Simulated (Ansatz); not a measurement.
`[NH2][Ga]([NH2])[F]` at its PBE0-D4/def2-TZVP geometry, where that method's forces vanish. Charge 0, multiplicity 1.

```xyz
8

N     0.7689    1.3681   -0.5380
Ga   -0.4453    0.1390   -0.0115
N    -0.1718   -1.5545    0.5535
F    -2.1231    0.6628   -0.0549
H     0.4910    2.3328   -0.6104
H     1.7433    1.2812   -0.3043
H     0.6888   -2.0406    0.3671
H    -0.9520   -2.1888    0.5984
```

Problem. What forces (eV/Å) does B3LYP-D4/def2-TZVPP give on these atoms in the Gaussian-basis code of Ansatz? (Estimate.)

Solution. The calculation gave: 
```
N1   0.117  0.126 -0.045
Ga2  0.068 -0.021  0.002
N3   0.022 -0.169  0.049
F4  -0.259  0.081 -0.007
H5   0.023  0.020 -0.008
H6   0.018  0.018 -0.008
H7   0.004 -0.025  0.009
H8   0.007 -0.030  0.009
```

B3LYP here is the variant with VWN-RPA as its local correlation; programs differ in this.
